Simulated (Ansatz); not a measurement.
Reaction (formal exchange of groups at the Si–Si bond): `CO[SiH](O)[SiH](O)O` + `C=C(F)Br` → `CO[SiH](O)Br` + `C=C(F)[SiH](O)O`

Gas-phase electronic energies from Ansatz, PBE0-D4/def2-TZVP geometries. CCSD(T)/CBS is the MP2 limit (def2-TZVPP, def2-QZVPP) plus CCSD(T) − MP2 in def2-TZVPP, frozen cores. Functionals use def2-TZVPP. B3LYP here is the variant with VWN-RPA as its local correlation; programs differ in this. For Br outer-core shells are correlated without core-valence functions, which leaves a few kJ/mol of doubt a bond. Scalar relativity is left out up to krypton. Each species was taken in one conformer, which may not be the lowest.

```csv
level,ΔE (kJ/mol),difference from CCSD(T)/CBS
PBE-D4,-175.4,28.0
r2SCAN-D4,-196.5,6.9
PBE0-D4,-187.9,15.5
B3LYP-D4,-192.3,11.1
ωB97X-V,-194.9,8.5
ωB97M-V,-205.7,-2.3
B2PLYP,-198.1,5.3
PBE,-175.3,28.1
r2SCAN,-196.8,6.6
PBE0,-188.0,15.4
B3LYP,-191.8,11.6
HF/def2-TZVPP,-219.8,-16.4
MP2/def2-TZVPP,-204.1,-0.7
SCS-MP2/def2-TZVPP,-200.9,2.5
CCSD/def2-TZVPP,-200.2,3.2
CCSD(T)/def2-TZVPP,-197.1,6.3
HF/def2-QZVPP,-220.1,-16.7
MP2/def2-QZVPP,-207.8,-4.4
SCS-MP2/def2-QZVPP,-204.6,-1.2
HF/CBS(def2),-220.1,-16.7
MP2/CBS(def2),-210.4,-7.0
CCSD/CBS(def2),-206.5,-3.1
CCSD(T)/CBS,-203.4,0
```

Largest T1 diagnostic among the species: 0.012.

In def2-TZVPP, CCSD(T) changes the Hartree–Fock value by +22.7 kJ/mol (the triples alone add +3.1 kJ/mol) and MP2 by +15.7 kJ/mol. From PBE to PBE0 (25 % exact exchange), in def2-TZVPP and without D4, ΔE moves by −12.7 kJ/mol.
